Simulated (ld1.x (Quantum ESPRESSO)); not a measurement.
**hydrogen (H): one change to a TM potential, before and after**

H, norm-conserving Troullier–Martins (Kleinman–Bylander form), made with ld1.x (Quantum ESPRESSO) 7.5 (PBE, scalar-relativistic). Core none, reference 1s0.75 (charge +0.25). Waves: 1s (bound): rc 1.40 bohr. Local part: the s channel. Core correction: none.

All-electron outer shells of the reference configuration (PBE, scalar-relativistic, ld1.x):

```json
{"shell": "1s", "level (eV)": "-9.49", "outermost node (bohr)": "–", "outermost maximum (bohr)": "0.98"}
```

Change: wave 1s (bound): rc 1.40 bohr becomes 1s (bound): rc 1.02 bohr.

Cutoffs: the cutoffs (Ry, on a coarse ladder) from which the occupation-weighted sum of valence levels, in a spherical-Bessel basis at the reference potential, stays within 10 and 1 mRy of its value at 400 Ry; they do not see the model core or the augmentation charge, which bear on the density cutoff. Errors are all-electron minus pseudo energies relative to the spin-unpolarised reference configuration.

**Question.** What does the change do?

**Answer.** The potential gets harder (18 Ry and 30 Ry → 25 Ry and 45 Ry); neither file shows a bound ghost. A smaller radius makes the pseudo-wave follow the all-electron one further in, where it bends more sharply, so more plane waves are needed.

```json
{"quantity": "cutoff, loose", "base": "18 Ry", "changed": "25 Ry"}
{"quantity": "cutoff, tight", "base": "30 Ry", "changed": "45 Ry"}
{"quantity": "bound ghosts", "base": "none", "changed": "none"}
{"quantity": "error for 1s1, meV [ΔE -1.99 eV]", "base": "+0.3", "changed": "+0.1"}
{"quantity": "error for 1s0.5, meV [ΔE 2.77 eV]", "base": "+0.8", "changed": "+0.2"}
```
